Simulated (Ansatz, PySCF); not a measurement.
C2H8Si2, charge -1, doublet, at the geometry of the source list (a state made from the parent by changing its charge; the spin is typed, not shown lowest) (in this run its highest filled SCF level lies above zero, so its values depend strongly on the basis, on diffuse functions most of all). Base run: MP2/6-31G** (PySCF).

Input for PySCF:
```python
from pyscf import gto, scf, mp

mol = gto.Mole()
mol.atom = '''
    C     0.255200    0.360500    1.252100
    Si    1.347300   -0.249000   -0.203200
    C    -0.259600   -0.389800   -1.242300
    Si   -1.342500    0.281200    0.192500
    H     0.505500    1.346900    1.631900
    H     0.250600   -0.304700    2.112200
    H     2.304600    0.741400   -0.698700
    H     2.037500   -1.520200    0.036800
    H    -0.274600    0.210000   -2.147900
    H    -0.504300   -1.405000   -1.545600
    H    -1.959900    1.582100   -0.071400
    H    -2.360000   -0.653400    0.683600
'''
mol.basis = '6-31g**'
mol.charge = -1
mol.spin = 1
mol.verbose = 4
mol.build()

mf = scf.UHF(mol)
mf.kernel()

pt = mp.MP2(mf)
pt.kernel()
print('E(MP2) = %.10f' % pt.e_tot)
```

The same geometry, method and basis name were run in Ansatz (an electronic-structure program) and PySCF, at each program's defaults and at the settings that a row names. The base is PySCF at its defaults. Differences at the defaults can come from grids, fitting, cores and function types together.

```
code and settings                                                                       ΔE vs base (mEh)  basis functions      E (Eh)  SCF cycles
--------------------------------------------------------------------------------------  ----------------  ---------------  ----------  ----------
PySCF, defaults (exact integrals, spherical functions, all electrons correlated)                   0.000              104  -658.63414          12
Ansatz, defaults (factorised integrals, Cartesian functions, frozen core)                         16.611              108  -658.61753           -
PySCF, frozen core                                                                                22.028              104  -658.61211          12
Ansatz, high accuracy, frozen core, Cartesian functions as the basis file defines them            16.605              108  -658.61753           -
```

Open shells are given as the SCF converged; they aren't shown to be the lowest states, and a large step between rows can be another state.
